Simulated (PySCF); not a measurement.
A side-by-side comparison of computed properties.

First species: C2H10O2Si2.
SMILES with atom numbers: `[CH3:1][CH:2]([O:3][SiH3:4])[O:5][SiH3:6]` (hydrogens: H7, H8, H9 on C1; H10 on C2; H11, H12, H13 on Si4; H14, H15, H16 on Si6)

Second species: C3H5FS.
Atom-mapped SMILES: `[CH3:1][C@@H:2]1[S:3][C@H:4]1[F:5]` (hydrogens: H6, H7, H8 on C1; H9 on C2; H10 on C4)

Levels: CAM-B3LYP/def2-SVPD for dipole moment, HOMO energy, LUMO energy, HOMO–LUMO gap, static isotropic polarisability and electronic spatial extent ⟨r²⟩ about the centre of nuclear charge; TDDFT CAM-B3LYP/def2-SVPD for lowest singlet excitation; TDA CAM-B3LYP/def2-SVPD for lowest triplet excitation (Tamm–Dancoff); GFN2-xTB for rotational constant A and rotational constant C. Geometries: GFN2-xTB. Each structure is a single optimised conformer of the isolated species, non-relativistic unless stated; the electronic structure was computed with PySCF and density fitting.

The conformers computed, where there is a choice (atom-mapped SMILES and torsion angles):
- `[CH3:1][CH:2]([O:3][SiH3:4])[O:5][SiH3:6]`: C1–C2–O3–Si4 -62°, C1–C2–O5–Si6 -175°

Values for the first species:

```
Dipole moment                                                     : 0.44 D
HOMO energy                                                       : -9.66 eV
LUMO energy                                                       : 0.97 eV
HOMO–LUMO gap                                                     : 10.63 eV
Lowest singlet excitation                                         : 7.46 eV
Lowest triplet excitation (Tamm–Dancoff)                          : 7.15 eV
Static isotropic polarisability                                   : 82.4 au
Electronic spatial extent ⟨r²⟩ about the centre of nuclear charge : 1066 bohr²
Rotational constant A                                             : 3.084 GHz
Rotational constant C                                             : 1.182 GHz
```

Estimate the same properties for the second species, and the change in each.

```json
{"property": "dipole moment", "first": "0.44 D", "second": "2.41 D", "second less first": "+1.97 D"}
{"property": "HOMO energy", "first": "-9.66 eV", "second": "-8.41 eV", "second less first": "+1.25 eV"}
{"property": "LUMO energy", "first": "0.97 eV", "second": "0.81 eV", "second less first": "-0.16 eV"}
{"property": "HOMO–LUMO gap", "first": "10.63 eV", "second": "9.22 eV", "second less first": "-1.41 eV"}
{"property": "lowest singlet excitation", "first": "7.46 eV", "second": "5.05 eV", "second less first": "-2.41 eV"}
{"property": "lowest triplet excitation (Tamm–Dancoff)", "first": "7.15 eV", "second": "4.62 eV", "second less first": "-2.53 eV"}
{"property": "static isotropic polarisability", "first": "82.4 au", "second": "56.1 au", "second less first": "-26.3 au"}
{"property": "electronic spatial extent ⟨r²⟩ about the centre of nuclear charge", "first": "1066 bohr²", "second": "518 bohr²", "second less first": "-548 bohr²"}
{"property": "rotational constant A", "first": "3.084 GHz", "second": "5.607 GHz", "second less first": "+2.523 GHz"}
{"property": "rotational constant C", "first": "1.182 GHz", "second": "2.419 GHz", "second less first": "+1.237 GHz"}
```

On the first: In atomic units the dipole is 0.17 e·bohr (1 au = 2.5417 D). The 8 singlets span 7.46 to 8.61 eV, and their oscillator strengths add up to 0.16.

On the second: The polarisability is 8.31 Å³ as a volume (1 au = 0.148185 Å³), or 1.17 au for each of the 48 electrons. No computed singlet falls in the visible range (750 to 380 nm, 1.65 to 3.26 eV); S1 lies 1.79 eV above its blue end.
